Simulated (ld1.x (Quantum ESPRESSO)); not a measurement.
**Which change was made? (Si, TM)**

```json
{
  "Element": "silicon",
  "Generator": "ld1.x (Quantum ESPRESSO) 7.5",
  "Type": "norm-conserving Troullier–Martins (Kleinman–Bylander form)",
  "Functional": "LDA (PZ)",
  "Relativity": "fully relativistic",
  "Frozen core": "[Ne]",
  "Valence charge": "4",
  "Reference configuration": "3s1.5 3p2.5",
  "Partial waves": "3p (bound): rc 1.55 bohr; 3s (bound): rc 1.40 bohr",
  "Local potential": "the s channel",
  "Core correction": "a·sin(br)/r model core inside 1.30 bohr"
}
```

Open shells are filled in proportion to 2j + 1 (rel_dist='average').

Cutoffs, loose and tight: the cutoffs (Ry, on a coarse ladder) from which the occupation-weighted sum of valence levels, in a spherical-Bessel basis at the reference potential, stays within 10 and 1 mRy of its value at 400 Ry. They do not see the model core or the augmentation charge, which bear on the density cutoff. Test errors are all-electron minus pseudo excitation energies from the reference, over the configurations 3s2 3p2; 3s2 3p1; 3s2 3p0; 3s2 3p1.5; 3s1 3p0; 3s2 3p2.3; 3s0 3p4; variants that change the core or the reference have their own tests. The largest error is taken over the tests solved by every variant that gives reliable tests at all, those not shown here included: 3s0 3p4; 3s2 3p1; 3s2 3p1.5; 3s2 3p2; 3s2 3p2.3.

The base gives: outcome: generated; cutoff, loose: 35 Ry; cutoff, tight: 70 Ry; bound ghosts: none; largest test error (meV): +2.2.

Task: After one change the result is: outcome: generated; cutoff, loose: 140 Ry; cutoff, tight: 300 Ry; bound ghosts: none; largest test error (meV): +28. Which change was it?
A. wave 3s (bound): rc 1.40 bohr becomes 3s (bound): rc 1.26 bohr
B. wave 3s (bound): rc 1.40 bohr becomes 3s (bound): rc 0.90 bohr
C. wave 3s (bound): rc 1.40 bohr becomes 3s (bound): rc 1.06 bohr
D. wave 3s (bound): rc 1.40 bohr becomes 3s (bound): rc 1.76 bohr

Result: C. The others give: wave 3s (bound): rc 1.40 bohr becomes 3s (bound): rc 0.90 bohr → outcome: generated; cutoff, loose: 160 Ry; cutoff, tight: 300 Ry; bound ghosts: p3/2; largest test error (meV): +124 | wave 3s (bound): rc 1.40 bohr becomes 3s (bound): rc 1.26 bohr → outcome: generated; cutoff, loose: 45 Ry; cutoff, tight: 90 Ry; bound ghosts: none; largest test error (meV): +2.6 | wave 3s (bound): rc 1.40 bohr becomes 3s (bound): rc 1.76 bohr → outcome: generated; cutoff, loose: 30 Ry; cutoff, tight: 45 Ry; bound ghosts: none; largest test error (meV): +3.4.
